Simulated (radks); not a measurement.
Coulomb parameter of the 3d shell of the titanium ion Ti2+ in the model configuration [Ar] 3d1 4p1, as a second difference U = [E(n + 0.25) + E(n - 0.25) - 2 E(n)] / (0.25)^2 with all orbitals relaxed. "Bare": the charge of the atom changes with n. "Screened": the 4p shell takes up the change at fixed total charge, which measures U(3d,3d) + U(4p,4p) - 2 U(3d,4p). Method: scalar-relativistic Kohn-Sham, SCAN, spin-unpolarised, spherical densities, finite nucleus; meta-GGA in the generalised Kohn-Sham scheme; Fermi nuclear charge, rms radius 3.5921 fm; computed with a radial shooting solver on a logarithmic mesh with Libxc functionals.

case                 configuration  E - E(n) (eV)
start                 [Ar] 3d1 4p1          0.000
bare +0.25         [Ar] 3d1.25 4p1         -5.876
bare -0.25         [Ar] 3d0.75 4p1          6.819
screened +0.25  [Ar] 3d1.25 4p0.75         -2.633
screened -0.25  [Ar] 3d0.75 4p1.25          2.893

U(bare) = 15.097 eV, U(screened by 4p) = 4.161 eV, against the Slater integral F0(3d,3d) = 19.228 eV with frozen orbitals.
